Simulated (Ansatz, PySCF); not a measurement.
Reaction (SMILES): CC[SiH3] [ethylsilane] → [CH3] (CH3) + [CH2][SiH3] (the C-C bond at the site shown breaks; other sites are not compared here)
Structures are relaxed separately at B3LYP-D3(BJ)/def2-TZVP in Ansatz (a first-principles code).
Geometry of the first species:
```
C
H 1 1.0943
H 1 1.0943 2 106.00
C 1 1.5338 2 110.22 3 119.25
H 4 1.0919 1 111.49 2 -58.33
H 4 1.0921 5 107.54 1 122.31
H 4 1.0921 5 107.54 6 115.38
Si 1 1.8812 2 108.24 3 -115.93
H 8 1.4838 1 110.96 2 57.23
H 8 1.4846 9 108.55 1 -121.37
H 8 1.4846 9 108.55 10 -117.26
```

Property: bond dissociation energy (enthalpy at 298 K, with B3LYP-D3(BJ) rigid-rotor harmonic-oscillator terms from PySCF), in eV. Correlated levels leave the core frozen unless marked. Open shells are spin-unrestricted. No spin-orbit coupling. Non-relativistic unless marked X2C. Basis-set limits of correlation are two-point, X^-3; Hartree-Fock from the larger set. [CCSD(T)-MP2]/basis is that difference in the basis named.

```tsv
level	program	bond dissociation energy (eV)	minus last row
HF/aug-cc-pV(D+d)Z	Ansatz	2.36	-1.40
HF/cc-pV(D+d)Z	Ansatz	2.39	-1.37
HF/cc-pwCVTZ	Ansatz	2.32	-1.44
RI-HF/cc-pV(Q+d)Z	Ansatz	2.31	-1.45
SVWN5/def2-TZVPD	Ansatz	4.51	0.75
BLYP-D3(BJ)/def2-TZVPD	Ansatz + dftd3	3.52	-0.24
revPBE-D3(BJ)/def2-TZVPD	Ansatz + dftd3	3.59	-0.17
r2SCAN/def2-TZVPD	Ansatz	3.38	-0.38
r2SCAN-D3(BJ)/def2-TZVPD	Ansatz + dftd3	3.40	-0.36
r2SCAN-D4/def2-TZVPD	Ansatz + dftd4	3.40	-0.36
B3LYP-D3(BJ)/def2-TZVPD	Ansatz + dftd3	3.56	-0.20
MP2/STO-3G	Ansatz	4.51	0.75
MP2/cc-pV(D+d)Z	Ansatz	3.81	0.05
RI-MP2/aug-cc-pV(T+d)Z	Ansatz	3.91	0.15
RI-MP2/CBS(cc-pV(T+d)Z,cc-pV(Q+d)Z)	Ansatz	3.97	0.21
SCS-MP2/cc-pV(T+d)Z	Ansatz	3.80	0.04
SCS-MP2/cc-pwCVTZ	Ansatz	3.80	0.04
CCSD/STO-3G	Ansatz	4.48	0.72
CCSD(T)/cc-pV(D+d)Z	Ansatz	3.62	-0.14
X2C-CCSD(T)/cc-pVTZ-DK	Ansatz	3.69	-0.07
RI-MP2/CBS(cc-pV(T+d)Z,cc-pV(Q+d)Z)+[CCSD(T)-MP2]/cc-pV(T+d)Z	Ansatz	3.76	0.00
```
